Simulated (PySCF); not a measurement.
**Vertical excitation energies**

Species: C₂H₁₀OSi₂.
Structure used (GFN2-xTB), in Å, numbered top down from 1:
```
atom  x, y, z in Å
C1     1.772   -0.060   -1.195
O2     0.590    0.566   -0.792
C3    -0.025   -0.014    0.377
Si4   -0.764    1.514    1.250
Si5   -1.229   -1.385   -0.179
H6     2.128    0.477   -2.073
H7     2.536   -0.012   -0.407
H8     1.608   -1.112   -1.457
H9     0.761   -0.434    1.019
H10   -1.743    2.138    0.366
H11   -1.394    1.088    2.504
H12    0.329    2.447    1.530
H13   -0.509   -2.420   -0.930
H14   -2.242   -0.789   -1.046
H15   -1.823   -1.996    1.011
```

Computed with PySCF, TDDFT PBE0/def2-SVPD, vertical, gas phase, core orbitals frozen in the response.

Question: Predict the UV-vis stick spectrum at this level.

Answer: 

| state | E (eV) | λ (nm) | ν̃ (cm⁻¹) | f | \|μ\| (D) | main configurations (H = HOMO, L = LUMO) |
| --- | --- | --- | --- | --- | --- | --- |
| S1 | 6.10 | 203.1 | 49230 | 0.041 | 1.33 | H→L (91%) |
| S2 | 6.42 | 193.0 | 51810 | 0.0060 | 0.50 | H→L+1 (78%), H→L+2 (9%) |
| S3 | 6.90 | 179.6 | 55680 | 0.055 | 1.45 | H→L+4 (70%), H→L+2 (12%), H→L+1 (12%) |
| S4 | 7.04 | 176.2 | 56750 | 0.054 | 1.43 | H→L+2 (75%), H→L+4 (15%) |
| S5 | 7.09 | 174.8 | 57200 | 0.011 | 0.65 | H→L+3 (87%) |
| S6 | 7.31 | 169.6 | 58970 | 0.029 | 1.03 | H→L+5 (83%) |

Triplets, Tamm–Dancoff:

```
state  E (eV)  λ (nm)  main configurations (H = HOMO, L = LUMO)
   T1    5.81   213.4                    H→L (62%), H→L+1 (24%)
   T2    6.09   203.7       H→L+1 (36%), H→L (34%), H→L+2 (16%)
```

The lowest singlet lies at 6.10 eV (203 nm, ultraviolet) and is of moderate strength; its leading configuration is HOMO→LUMO (91%). The largest oscillator strength of a single state is 0.055. Löwdin shares by element: HOMO oxygen 46%, carbon 24%, silicon 10% or more (atoms not listed hold the other 20%); LUMO silicon 38%, carbon 16% (atoms not listed hold the other 46%). The listed states span 1.21 eV, and the widest gap between neighbours is 0.48 eV (S2 to S3). Orbital energies (eV): HOMO-3 -9.57, HOMO-2 -9.41, HOMO-1 -8.85, HOMO -7.07, LUMO 0.24, LUMO+1 0.59, LUMO+2 0.99. The oscillator strengths of these states sum to 0.197; summed over the whole spectrum of an exact calculation they would give the number of electrons, 58 (Thomas–Reiche–Kuhn). The window holds the lowest 6 singlets.

The run took 24 s of wall time on one thread, Arm Neoverse V1 (aarch64), no GPU, shared host, and the process peaked at 0.79 GiB of memory.

One conformer stands for the species.
